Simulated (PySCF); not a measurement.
# Orbital energies and ionisation energy

C4H11BO2.
Atom-mapped SMILES: `[CH3:1][O:2][BH:3][CH2:4][CH2:5][O:6][CH3:7]` (hydrogens: H8, H9, H10 on C1; H11 on B3; H12, H13 on C4; H14, H15 on C5; H16, H17, H18 on C7)

Structure used (PBE0-D3(BJ)/def2-SVP), in Å, numbered top down from 1:
```xyz
18
C4H11BO2 angstrom
C     -3.1316    0.5255    0.8460
O     -1.7942    0.2576    0.5144
B     -1.3390   -0.9715    0.2024
C      0.1712   -1.1592   -0.1677
C      1.0206    0.0891   -0.1725
O      2.3337   -0.2386   -0.5331
C      3.1867    0.8582   -0.5557
H     -3.7506   -0.3863    0.8063
H     -3.5405    1.2680    0.1433
H     -3.1807    0.9493    1.8609
H     -2.1177   -1.9093    0.2128
H      0.2233   -1.6480   -1.1590
H      0.6087   -1.9073    0.5199
H      1.0022    0.5722    0.8269
H      0.6016    0.8367   -0.8787
H      4.1840    0.5111   -0.8625
H      3.2758    1.3409    0.4394
H      2.8514    1.6351   -1.2733
```

Level: B3LYP/def2-SVPD (PySCF). Frontier orbitals with their largest atomic shares (Löwdin; up to four atoms above 4 %):

```tsv
orbital	ε (eV)	main atoms
HOMO−3	-8.90	O2 46 %, C1 16 %, H10 8 %, H9 7 %
HOMO−2	-8.72	O6 44 %, C5 12 %, C7 11 %, C4 7 %
HOMO−1	-8.20	O2 25 %, B3 21 %, C4 16 %, H11 15 %
HOMO	-7.03	?
LUMO	-0.18	B3 42 %, O2 24 %, H11 12 %, C4 11 %
LUMO+1	0.26	B3 37 %, C1 15 %, O2 6 %, H10 5 %
LUMO+2	0.76	C7 21 %, C1 12 %, H18 7 %, H17 7 %
```

Question: What vertical ionisation energy does ΔSCF give, and how far is −ε(HOMO) from it?

Answer: ΔSCF: 9.46 eV (913 kJ/mol; threshold wavelength 131 nm); ⟨S²⟩ of the doublet left behind is 0.754, against 0.75 for a pure doublet. −ε(HOMO) is 7.03 eV, 2.43 eV below it. In exact Kohn–Sham theory the two would be equal; B3LYP (global hybrid, 20 % exact exchange) falls short of its own ΔSCF value by 26 %. Holes in the HOMO−1 and HOMO−2 were tried too where these lie within 1.2 eV of the HOMO; the lowest converged state counts.

Question: On which atoms does the HOMO lie?

Answer: O6 (ether oxygen) 58 %, C5 (sp3 carbon bound to oxygen) 11 %, C7 (methoxy carbon) 10 %, H15 (methylene hydrogen) 5 %, so more than half of it is on one atom. The HOMO−1 lies 1.17 eV lower.

Question: With α = 76.2 au, estimate the like-pair dispersion coefficient by London's formula C6 = (3/4)α²I.

Answer: I = 0.3476 Eh, so C6 ≈ 1510 au, a rough estimate.

Question: Shift the occupied levels rigidly so that −ε(HOMO) equals the ΔSCF value. What binding energies result?

Answer: The shift is +2.43 eV: HOMO 9.46, HOMO−1 10.63, HOMO−2 11.15, HOMO−3 11.33 eV. A rigid shift is only a rough guide to the deeper ionisations.

One conformer (not necessarily the lowest) at the PBE0-D3(BJ)/def2-SVP geometry, without solvent, vibrations or thermal averaging.

The run behind these numbers computed excited states and ΔSCF ions as well. Time: 2.2 min of wall time (with the writing of density and orbital grids); peak memory 1.1 GiB. Hardware: an Arm Neoverse V2 with one thread (shared host).
